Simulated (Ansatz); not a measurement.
A search over several starts for the lowest SCF solution of the cluster Ga₃P₂ at the given spin, in a small basis.

```yaml
crystal:
  periodic: [false, false, false]
  atoms:
    - {symbol: Ga, position_ang: [-0.749981, -0.839876, -1.722235]}
    - {symbol: Ga, position_ang: [-1.577626, -0.170806, 0.839927]}
    - {symbol: Ga, position_ang: [0.463761, 1.694033, 1.072245]}
    - {symbol: P, position_ang: [0.664162, -1.045481, 0.659527]}
    - {symbol: P, position_ang: [1.199684, 0.362129, -0.849464]}
basis:
  gaussian: {orbitals: def2-SVP, initial_orbitals: start.molden}
magnetization: {spin_polarized: true, initial_magnetization: 1}
hamiltonian: {xc: pbe, dispersion: d4}
output: {orbitals: {seedname: orbitals}}
```

The file start.molden holds the orbitals of an earlier run on this structure, at another level or in another basis.

```sh
$ ansatz run in.yaml --threads 4 --pin off --events-out ev --progress --plain --max-ram 4787MiB
```

It prints (some lines left out):

```
Functional definition: PBE
1479 factors; their error is unknown
mean field evaluation 1: about -175622.7171 eV, gradient 5.9e1 eV
mean field evaluation 2: about -175635.8147 eV, gradient 2.0e1 eV
mean field evaluation 4: about -175654.8479 eV, gradient 5.7e0 eV
mean field evaluation 8: about -175655.2752 eV, gradient 7.4e-4 eV
mean field evaluation 16: about -175653.9860 eV, gradient 1.3e1 eV
mean field evaluation 32: about -175655.2752 eV, gradient 5.8e-5 eV
mean field -175655.27515962 eV, -6455.2122986940 hartree, gradient 9.4e-6 eV, S^2 0.754227; 5 other end points of the search recorded, 0 dependent functions left out
reference -175655.27519346 eV, -6455.2122999378 hartree; 62, 61 occupied and 70, 71 virtual orbitals, 1479 factors
Total energy: -175655.62365928 eV, -6455.2251058205 hartree
```

It took 9.5 s on 4 threads of Arm Neoverse V2 on a shared host.

The structure comes from a short search, and lower isomers may exist.
